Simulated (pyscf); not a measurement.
Concerted two-bond exchange: SnH₄ (SMILES [SnH4]) + GeH₂ (SMILES [GeH2]) [singlet] → SnH₂ (SMILES [SnH2]) [singlet] + GeH₄ (SMILES [GeH4])

Gas phase, singlet surface, charge 0. Bonds broken: Sn1–H2, Sn1–H3. Bonds formed: H2–Ge6, H3–Ge6. Single points on ωB97X-D3(BJ)/def2-SVP structures (PySCF, gas phase). MP2 and CC: frozen core, UHF for open shells. ΔMP2 is the change of the MP2 total energy from the triple- to the quadruple-zeta basis.

Transition state (Å):

```xyz
8

Sn    -1.6077    -0.4488     0.7094
H     -0.7827     1.2136     0.5596
H     -0.7501    -0.4219    -1.0269
H     -3.1973    -0.4010     0.0463
H     -1.2627    -2.1105     1.0284
Ge     0.1298     1.0895    -1.0908
H      1.4222     0.3779    -0.5778
H      0.2370     0.9604    -2.6517
```

One imaginary mode, 1061i cm⁻¹; descent along it reached the two sides named, in the forms told below.

```tsv
bond	change	reactant side (Å)	saddle	product side
Sn1–H2	breaks	1.697	1.862	3.3
Sn1–H3	breaks	1.822	1.937	2.285
H2–Ge6	forms	3.4	1.890	1.528
H3–Ge6	forms	1.871	1.750	1.559
```

Electronic energies relative to the separated reactants (kJ/mol):

```
level                             barrier  reaction energy  reverse barrier
--------------------------------  -------  ---------------  ---------------
ωB97X-D3(BJ)/def2-TZVP               61.3            -88.4            149.7
PBE/def2-TZVP                        10.0            -95.8            105.8
r²SCAN/def2-TZVP                     14.3           -100.0            114.3
B3LYP-D3(BJ)/def2-TZVP               44.6            -94.1            138.7
PBE0-D3(BJ)/def2-TZVP                28.5            -95.0            123.5
M06-2X/def2-TZVP                     60.3            -90.0            150.3
ωB97M-D3(BJ)/def2-TZVP               80.4            -85.0            165.4
HF/def2-TZVP                        161.4            -89.0            250.5
MP2/def2-QZVPP                       37.8           -105.8            143.6
CCSD/def2-TZVPP                      77.8            -93.5            171.2
CCSD(T)/def2-TZVPP                   58.9            -93.6            152.5
CCSD(T)/def2-TZVPP + ΔMP2(QZVPP)     51.8            -92.7            144.5
```

With CCSD(T)/def2-TZVPP + ΔMP2(QZVPP) energies and thermal terms (ideal gas, 1 atm, RRHO with modes under 100 cm⁻¹ raised to 100, one conformer, R ln 2 for chiral ones without a mode under 150 cm⁻¹), in kJ/mol:

| T (K) | ΔH‡ | ΔG‡ | ΔH | ΔG |
|---|---|---|---|---|
| 298 | 53.5 | 89.6 | -86.9 | -86.4 |
| 600 | 54.5 | 125.9 | -88.0 | -85.3 |
| 900 | 57.0 | 161.1 | -88.9 | -83.8 |
| 1200 | 59.7 | 195.3 | -89.6 | -82.0 |

On the reactant side the descent ends in an adduct with a Ge–Sn, Ge–H contact, 64.9 kJ/mol under the separated species and 126.2 kJ/mol under the saddle at ωB97X-D3(BJ)/def2-TZVP. On the product side the descent ends in a bound adduct, 34.6 kJ/mol under the separated species and 184.3 kJ/mol under the saddle at ωB97X-D3(BJ)/def2-TZVP. What is counted as formed (Ge–H) is already present as a longer contact in the reactant adduct; forming that adduct is a step of its own. This is the saddle that the search found; another between the same sides may lie lower. The CCSD(T) − MP2 part came from Ansatz, without density fitting, on the same reference. The frozen core leaves the outer d or s,p core shells of the metals and heavy elements correlated in the MP2 and CC values, and def2-TZVPP describes them poorly, which can shift differences by a few kcal/mol. Elements up to Kr have no core potential and no relativistic terms here. Elements past Kr carry the def2 core potentials, without spin-orbit coupling.
